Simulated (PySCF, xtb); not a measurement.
HOSr, SMILES [OH][Sr], multiplicity 2.

Harmonic wavenumbers (cm⁻¹) from GFN2-xTB run with xtb 6.7.1 at its own minimum, in rising order: 200, 200, 519, 3699.

**Question.** What does PySCF with B3LYP-D3(BJ)/def2-TZVPD give at its own minimum? (The exact figures need the calculation; the answer reports its results.)

**Answer.** 309, 309, 524, 3914. Paired by order, the mean absolute difference is 110 cm⁻¹ and the zero-point energies are 6.6 and 7.2 kcal/mol.
